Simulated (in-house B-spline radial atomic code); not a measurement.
Radial electron density of Si⁺, [Ne] 3s1 3p1 5d1. Computed with a radial B-spline atomic code at the basis-set limit: Dirac-Hartree-Fock, average of configuration, Fermi nucleus of rms radius 3.1224 fm.

Columns: r (bohr), 4πr²n(r) (electrons per bohr), bar.

```
 0.00439   0.3898 #
 0.00549   0.5898 ##
 0.00687   0.8866 ##
  0.0086    1.321 ####
  0.0108    1.954 #####
  0.0135    2.825 ########
  0.0169    4.017 ###########
  0.0211    5.558 ################
  0.0264    7.492 #####################
   0.033    9.726 ###########################
  0.0414    12.11 ##################################
  0.0518    14.22 ########################################
  0.0648    15.59 ###########################################
  0.0811    15.77 ############################################
   0.101    14.63 #########################################
   0.127    12.45 ###################################
   0.159    10.39 #############################
   0.199    9.629 ###########################
   0.249    10.71 ##############################
   0.312    12.89 ####################################
    0.39    14.32 ########################################
   0.488     13.5 ######################################
   0.611    10.29 #############################
   0.765    6.177 #################
   0.957    2.995 ########
     1.2     1.51 ####
     1.5    1.223 ###
    1.88    1.171 ###
    2.35    0.887 ##
    2.94   0.4669 #
    3.68    0.156 
     4.6  0.03128 
    5.76  0.02675 
    7.21  0.04544 
    9.02  0.01775 
    11.3  0.00567 
    14.1  0.07191 
    17.7  0.09084 
    22.1  0.03499 
    27.7 0.004182 
    34.7 0.0001357 
    43.4 9.609e-07 
    54.3 1.019e-09
```

On this grid the curve has 4 maxima, near 0.0811, 0.39, 7.21, 17.7 bohr.

The 3s1/2 radial function P(r) = rR(r), positive near the nucleus, with its small component Q(r) (sign convention: Q ≈ (P' + κP/r)/2c):

| r (bohr) | P | Q |
| --- | --- | --- |
| 0.00143 | 0.01147 | -0.0005895 |
| 0.00224 | 0.01772 | -0.0009132 |
| 0.00351 | 0.02721 | -0.001407 |
| 0.00549 | 0.04128 | -0.002148 |
| 0.0086 | 0.0617 | -0.003241 |
| 0.0135 | 0.09 | -0.004803 |
| 0.0211 | 0.1254 | -0.006871 |
| 0.033 | 0.1629 | -0.009364 |
| 0.0518 | 0.1872 | -0.01182 |
| 0.0811 | 0.1665 | -0.01314 |
| 0.127 | 0.06123 | -0.01176 |
| 0.199 | -0.1375 | -0.006661 |
| 0.312 | -0.3318 | 0.0006715 |
| 0.488 | -0.3048 | 0.005715 |
| 0.765 | 0.08365 | 0.005268 |
| 1.2 | 0.6177 | 0.001045 |
| 1.88 | 0.7762 | -0.002153 |
| 2.94 | 0.4191 | -0.00177 |
| 4.6 | 0.08067 | -0.0003928 |
| 7.21 | 0.003326 | -1.748e-05 |
